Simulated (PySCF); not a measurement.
# A search over the determinants of SrP

Unrestricted PBE0; Sr def2-SVPD with ECP28, P def2-SVPD; scalar-relativistic core potentials (PySCF 2.14). Outer shells of the fragments: Sr 5s2; P 3s2 3p3.

Followed along the bond (rough minima from three points):

```tsv
2Ms+1	unpaired	⟨S²⟩ at the start	R at minimum (Å)	Te (eV)
4	σ ↑, π ↑↑	3.76	2.94	0.00
2	π ↑	1.08	2.67	0.01
2	σ ↓, π ↑↑	1.76	2.93	0.06
2	σ ↑, π ↑↓	1.76	2.93	0.36
4	σ ↑↑, π ↑	3.75	2.77	0.58
```

Solutions found at the starting distance of 2.775 Å, counted from the lowest of them; the search is not exhaustive and high or unbound solutions are not listed, so other states can lie among these:

```csv
2Ms+1,unpaired,term,E (eV),⟨S²⟩,⟨Lz²⟩,μ (D)
2,π ↑,mixed,0.00,1.08,1.01,-7.50
4,"σ ↑, π ↑↑",⁴Σ⁻,0.01,3.76,0.00,-4.07
2,"σ ↓, π ↑↑",mixed,0.07,1.76,0.00,-4.16
2,"σ ↑, π ↑↓",mixed,0.36,1.76,2.02,-4.09
4,"σ ↑↑, π ↑",⁴Π,0.52,3.75,1.02,-4.10
2,σ ↑,²Σ⁺,0.91,0.75,0.00,-11.40
2,σ ↑,mixed,1.42,0.75,2.01,-3.92
4,π ↑↑↑,⁴Π,1.53,3.76,1.00,-2.23
4,"π ↑↑, δ ↑",⁴Δ,1.77,3.76,4.00,-6.79
2,"π ↑↑, δ ↓",mixed,1.80,1.78,4.00,-6.54
```

A term symbol is given only where ⟨S²⟩ and ⟨Lz²⟩ are close to those of a pure state; real π, δ and φ orbitals otherwise mix terms. A positive dipole means Sr(−)P(+).

Spin–orbit coupling is left out.
